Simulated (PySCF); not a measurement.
# KTe at B97-3

Level: B97-3. PySCF, scalar-relativistic core potentials, basis sets K def2-SVP, Te def2-SVP with ECP28.

```
state                                           : ²Π (doublet), unpaired electrons π ↑
bond length                                     : 0.3202 nm
harmonic wavenumber                             : 166 cm⁻¹
force constant                                  : 0.485 mdyn/Å
rotational constant Be                          : 0.05484 cm⁻¹
anharmonicity ωexe                              : 0.477 cm⁻¹
vibration–rotation constant αe                  : 0.000247 cm⁻¹
well depth De to K + Te                         : 2.25 eV
dissociation energy D0                          : 2.24 eV
bond order (Mayer)                              : 0.69
dipole moment (positive dipole means K(−)Te(+)) : -10.93 D
```

Spin–orbit coupling is left out, which matters for elements this heavy, above all for dissociation energies. The state is the lowest determinant that a PBE0 search found; another state may lie lower at other levels.
